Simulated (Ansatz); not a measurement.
H7InN2OSi (`[NH2][In]([NH2])[O][SiH3]`). The species carries charge 0 and has multiplicity 1. In: def2 effective core potential. The geometry is a stationary point of PBE0-D4/def2-TZVP. It is one conformer, not always the lowest.

```xyz
12

N    -2.749   -0.050    0.682
In   -0.862   -0.459    0.138
N     0.119   -2.163   -0.279
O     0.248    1.188   -0.026
Si    1.814    1.515   -0.279
H    -3.462   -0.691    0.364
H    -3.039    0.895    0.473
H     1.122   -2.099   -0.170
H    -0.208   -3.000    0.184
H     2.334    2.453    0.755
H     2.654    0.275   -0.223
H     2.030    2.135   -1.618
```

Problem. What is the dipole moment at ωB97M-V/def2-TZVPP? (Estimate.)

Solution. The calculation gave: 2.82 D, with components (-1.80, -2.15, 0.25) D in this frame, pointing from negative to positive charge.

Problem. And with PBE, r2SCAN, B3LYP? (Estimate.)

Solution. Computed: PBE 2.88 D, r2SCAN 2.90 D, B3LYP 2.83 D.

Problem. Give the Mulliken charges with ωB97M-V, PBE, B3LYP in def2-TZVPP. (Best estimate.)

Solution. Computed: 
| atom | ωB97M-V | PBE | B3LYP |
| --- | --- | --- | --- |
| N1 | -0.44 | -0.44 | -0.46 |
| In2 | 0.87 | 0.71 | 0.84 |
| N3 | -0.44 | -0.45 | -0.47 |
| O4 | -0.59 | -0.49 | -0.57 |
| Si5 | 0.34 | 0.35 | 0.43 |
| H6 | 0.11 | 0.14 | 0.13 |
| H7 | 0.12 | 0.15 | 0.14 |
| H8 | 0.12 | 0.15 | 0.14 |
| H9 | 0.11 | 0.14 | 0.13 |
| H10 | -0.06 | -0.08 | -0.10 |
| H11 | -0.08 | -0.10 | -0.12 |
| H12 | -0.06 | -0.08 | -0.10 |

B3LYP here is the variant with VWN-RPA as its local correlation; programs differ in this.
